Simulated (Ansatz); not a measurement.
BrHMgO (`[OH][Mg][Br]`) at its PBE0-D4/def2-TZVP geometry, where that method's forces vanish. Charge 0, multiplicity 1.

```xyz
4

O     0.3368   -1.1530    0.2448
Mg   -0.1077    0.5095   -0.0731
Br   -0.6539    2.7382   -0.4569
H     0.4248   -2.0947    0.2851
```

Task: What forces (eV/Å) does r2SCAN-D4/def2-TZVPP give on these atoms in the Gaussian-basis code of Ansatz? (An estimate is asked.)

Result: The calculation gave: 
```
O1   0.005 -0.039  0.003
Mg2 -0.008  0.039 -0.005
Br3 -0.005  0.023 -0.004
H4   0.009 -0.024  0.007
```
